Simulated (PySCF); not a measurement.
Some computed properties have been withheld. Give your best values.

Species: hydrogen, H2.
SMILES: `[H][H]`

```tsv
property	level	value
point group of the GFN2-xTB geometry	GFN2-xTB	?
rotational constant B (linear) of the GFN2-xTB geometry	GFN2-xTB	?
dipole moment	CAM-B3LYP/def2-SVPD	0.00 D
HOMO energy	CAM-B3LYP/def2-SVPD	?
LUMO energy	CAM-B3LYP/def2-SVPD	2.54 eV
lowest singlet excitation	TDDFT CAM-B3LYP/def2-SVPD	12.45 eV (100 nm, f = 0.427)
strongest line among the 8 lowest singlet transitions	TDDFT CAM-B3LYP/def2-SVPD	?
lowest triplet excitation (Tamm–Dancoff)	TDA CAM-B3LYP/def2-SVPD	?
static isotropic polarisability	CAM-B3LYP/def2-SVPD	5.5 au
electronic spatial extent ⟨r²⟩ about the centre of nuclear charge	CAM-B3LYP/def2-SVPD	5 bohr²
1H chemical shifts (computed TMS as zero) by class	GIAO PBE0/pcSseg-1	5.88 (2 H) ppm
largest of the computed one-bond spin–spin couplings (means over like bonds)	B3LYP/pcJ-1	1H–1H +339.9 Hz
```

The electronic properties come from PySCF, for the isolated species, density fitting.

Q: Give the rotational constant B (linear) of the GFN2-xTB geometry.

A: 1662.531 GHz.

Q: The HOMO energy?

A: -13.31 eV.

Q: Give the lowest triplet excitation (Tamm–Dancoff).

A: 9.82 eV.

Q: What is the point group of the GFN2-xTB geometry?

A: D∞h.

Q: What is the strongest line among the 8 lowest singlet transitions?

A: S2/S3 at 14.10 eV (88 nm, f = 0.796 summed over these states).

In wavenumbers S1 is 100400 cm⁻¹ (1 eV = 8065.54 cm⁻¹). The polarisability is 0.82 Å³ as a volume (1 au = 0.148185 Å³), or 2.77 au for each of the 2 electrons. No computed singlet falls in the visible range (750 to 380 nm, 1.65 to 3.26 eV); S1 lies 9.19 eV above its blue end. Point group D∞h forbids a permanent dipole, so the rigid molecule has no electric-dipole pure rotational spectrum.

For the TDDFT job (CAM-B3LYP/def2-SVPD), time: 0.1 s wall. Hardware: one thread of an x86-64 server, no GPU, on a shared host.
